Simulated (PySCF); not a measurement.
PySCF input (M06-L/def2-TZVPD):

```python
from pyscf import gto, scf, dft

mol = gto.M(
    atom='''
    Be   -0.00000000   -0.00000000   -1.40761641
    O     0.00000000    0.00000000    0.00000000
    Be    0.00000000    0.00000000    1.40761641
    ''',
    basis='def2-tzvpd',
    charge=0,
    spin=2,
    symmetry='D2h',
    verbose=4,
)

mf = dft.UKS(mol, xc='m06l').density_fit(auxbasis='def2-universal-jkfit')
mf.grids.level = 4
mf.conv_tol = 1e-9
mf.max_cycle = 100
mf.max_memory = 1500
mf.kernel()
if not mf.converged:
    mf = mf.newton()
    mf.kernel(mf.make_rdm1())
mf.analyze()
```

End of the output:

```
Extra cycle  E= -104.746690997497  delta_E= -7.76e-12  |g|= 5.88e-06  |ddm|= 0.000105
converged SCF energy = -104.746690997497  <S^2> = 2.0014844  2S+1 = 3.0009894
**** SCF Summaries ****
Total Energy =                        -104.746690997497069
Nuclear Repulsion Energy =              27.067572469008091
One-electron Energy =                 -196.215879607642933
Two-electron Energy =                   64.401616141137765
Two-electron Coulomb Energy =           78.784642131883601
DFT Exchange-Correlation Energy =      -14.383025990745843
HOMO-LUMO gap [eV] =                     1.921198655722666
Wave-function symmetry = B1u
alpha occupancy for each irrep:     Ag  B1g  B2g  B3g   Au  B1u  B2u  B3u
                                     4    0    0    0    0    3    1    1
beta  occupancy for each irrep:     Ag  B1g  B2g  B3g   Au  B1u  B2u  B3u
                                     3    0    0    0    0    2    1    1
**** MO energy ****
alpha MO #1 (Ag #1), energy= -18.9536234285241 occ= 1
alpha MO #2 (Ag #2), energy= -3.95725042464525 occ= 1
alpha MO #3 (B1u #1), energy= -3.95724872991533 occ= 1
alpha MO #4 (Ag #3), energy= -0.931991238260274 occ= 1
alpha MO #5 (B1u #2), energy= -0.425466762585592 occ= 1
alpha MO #6 (B2u #1), energy= -0.316071606046595 occ= 1
alpha MO #7 (B3u #1), energy= -0.316071606046595 occ= 1
alpha MO #8 (Ag #4), energy= -0.186862187364767 occ= 1
alpha MO #9 (B1u #3), energy= -0.176510351130095 occ= 1
alpha MO #10 (B2g #1), energy= -0.0320244627192255 occ= 0
alpha MO #11 (B3g #1), energy= -0.0320244627192254 occ= 0
alpha MO #12 (B2u #2), energy= -0.0137323961623309 occ= 0
alpha MO #13 (B3u #2), energy= -0.0137323961623308 occ= 0
alpha MO #14 (B1u #4), energy= 0.0140496821472071 occ= 0
alpha MO #15 (Ag #5), energy= 0.0187930326447543 occ= 0
alpha MO #16 (Ag #6), energy= 0.0261115055497881 occ= 0
alpha MO #17 (B2g #2), energy= 0.042785332973608 occ= 0
alpha MO #18 (B3g #2), energy= 0.0427853329736043 occ= 0
alpha MO #19 (B2u #3), energy= 0.051656243793168 occ= 0
alpha MO #20 (B3u #3), energy= 0.0516562437931686 occ= 0
alpha MO #21 (B1u #5), energy= 0.0718147923897536 occ= 0
alpha MO #22 (Ag #7), energy= 0.123741305128682 occ= 0
alpha MO #23 (B2u #4), energy= 0.161470078131831 occ= 0
alpha MO #24 (B3u #4), energy= 0.161470078131835 occ= 0
alpha MO #25 (B1u #6), energy= 0.166085220159363 occ= 0
alpha MO #26 (Ag #8), energy= 0.227445557873256 occ= 0
alpha MO #27 (B1u #7), energy= 0.240911470295051 occ= 0
alpha MO #28 (B2g #3), energy= 0.280621078745758 occ= 0
alpha MO #29 (B3g #3), energy= 0.280621078745751 occ= 0
alpha MO #30 (Ag #9), energy= 0.282723393769686 occ= 0
alpha MO #31 (B1g #1), energy= 0.282723397380231 occ= 0
alpha MO #32 (B2u #5), energy= 0.331571272130055 occ= 0
alpha MO #33 (B3u #5), energy= 0.331571272130052 occ= 0
alpha MO #34 (Ag #10), energy= 0.377583162572044 occ= 0
alpha MO #35 (Au #1), energy= 0.387197365095651 occ= 0
alpha MO #36 (B1u #8), energy= 0.387197549053628 occ= 0
alpha MO #37 (B1u #9), energy= 0.444283402032255 occ= 0
alpha MO #38 (Ag #11), energy= 0.489640064669825 occ= 0
alpha MO #39 (B2g #4), energy= 0.50780259521879 occ= 0
alpha MO #40 (B3g #4), energy= 0.507802595218786 occ= 0
alpha MO #41 (B2u #6), energy= 0.556172245504321 occ= 0
alpha MO #42 (B3u #6), energy= 0.556172245504322 occ= 0
alpha MO #43 (B1g #2), energy= 0.581325648806586 occ= 0
alpha MO #44 (Ag #12), energy= 0.581325960111961 occ= 0
alpha MO #45 (Ag #13), energy= 0.640038377528512 occ= 0
alpha MO #46 (B1u #10), energy= 0.695989568454492 occ= 0
alpha MO #47 (B2u #7), energy= 0.808668334804848 occ= 0
alpha MO #48 (B3u #7), energy= 0.808668334804848 occ= 0
alpha MO #49 (Ag #14), energy= 0.814253442134167 occ= 0
alpha MO #50 (B1u #11), energy= 0.886447525251627 occ= 0
alpha MO #51 (B2g #5), energy= 0.9126655616178 occ= 0
alpha MO #52 (B3g #5), energy= 0.912665561617804 occ= 0
alpha MO #53 (B1u #12), energy= 1.24588061552927 occ= 0
alpha MO #54 (Ag #15), energy= 1.35030404801353 occ= 0
alpha MO #55 (B1g #3), energy= 1.7017656209912 occ= 0
alpha MO #56 (Ag #16), energy= 1.7017681069041 occ= 0
alpha MO #57 (B2g #6), energy= 1.73965841086159 occ= 0
alpha MO #58 (B3g #6), energy= 1.73965841086159 occ= 0
alpha MO #59 (Ag #17), energy= 2.48229799832184 occ= 0
alpha MO #60 (B2u #8), energy= 2.7652626269911 occ= 0
alpha MO #61 (B3u #8), energy= 2.76526262699109 occ= 0
alpha MO #62 (B1u #13), energy= 3.17580453209106 occ= 0
alpha MO #63 (Ag #18), energy= 3.35773667428367 occ= 0
alpha MO #64 (B2u #9), energy= 5.1426691864196 occ= 0
alpha MO #65 (B3u #9), energy= 5.14266918641964 occ= 0
alpha MO #66 (B1u #14), energy= 5.22275119391927 occ= 0
alpha MO #67 (Au #2), energy= 5.22277917597373 occ= 0
alpha MO #68 (B2u #10), energy= 5.26430067792312 occ= 0
alpha MO #69 (B3u #10), energy= 5.26430067792312 occ= 0
alpha MO #70 (B1u #15), energy= 5.45065400106537 occ= 0
alpha MO #71 (B2u #11), energy= 5.48331119902256 occ= 0
alpha MO #72 (B3u #11), energy= 5.48331119902256 occ= 0
alpha MO #73 (B2g #7), energy= 5.93060302272071 occ= 0
alpha MO #74 (B3g #7), energy= 5.93060302272071 occ= 0
alpha MO #75 (Ag #19), energy= 6.40566016635824 occ= 0
alpha MO #76 (B1g #4), energy= 6.48585287592234 occ= 0
alpha MO #77 (Ag #20), energy= 6.48595947771658 occ= 0
alpha MO #78 (B2g #8), energy= 6.56480730086017 occ= 0
alpha MO #79 (B3g #8), energy= 6.56480730086017 occ= 0
alpha MO #80 (B1u #16), energy= 6.58060102034064 occ= 0
alpha MO #81 (Ag #21), energy= 6.85117520432278 occ= 0
alpha MO #82 (Ag #22), energy= 7.70118725634678 occ= 0
alpha MO #83 (B1u #17), energy= 7.73889988204359 occ= 0
alpha MO #84 (Ag #23), energy= 43.7863697631541 occ= 0
beta  MO #1 (Ag #1), energy= -18.9526973706168 occ= 1
beta  MO #2 (Ag #2), energy= -3.95097013063567 occ= 1
beta  MO #3 (B1u #1), energy= -3.95095519742604 occ= 1
beta  MO #4 (Ag #3), energy= -0.93180524031877 occ= 1
beta  MO #5 (B1u #2), energy= -0.423513808136478 occ= 1
beta  MO #6 (B2u #1), energy= -0.313879293000179 occ= 1
beta  MO #7 (B3u #1), energy= -0.313879293000178 occ= 1
beta  MO #8 (Ag #4), energy= -0.105907602181158 occ= 0
beta  MO #9 (B1u #3), energy= -0.0858782202541208 occ= 0
beta  MO #10 (B2g #1), energy= 0.0229757714732953 occ= 0
beta  MO #11 (B3g #1), energy= 0.0229757714732945 occ= 0
beta  MO #12 (B2u #2), energy= 0.0509856333777249 occ= 0
beta  MO #13 (B3u #2), energy= 0.0509856333777248 occ= 0
beta  MO #14 (Ag #5), energy= 0.0860001534622903 occ= 0
beta  MO #15 (B2u #3), energy= 0.132556126337778 occ= 0
beta  MO #16 (B3u #3), energy= 0.132556126337776 occ= 0
beta  MO #17 (B1u #4), energy= 0.179106477815409 occ= 0
beta  MO #18 (Ag #6), energy= 0.199932800827092 occ= 0
[...]
```

This is an excited triplet: at this geometry the singlet lies 0.19 eV lower at CCSD(T)/CBS(def2-TZVPPD,def2-QZVPPD).
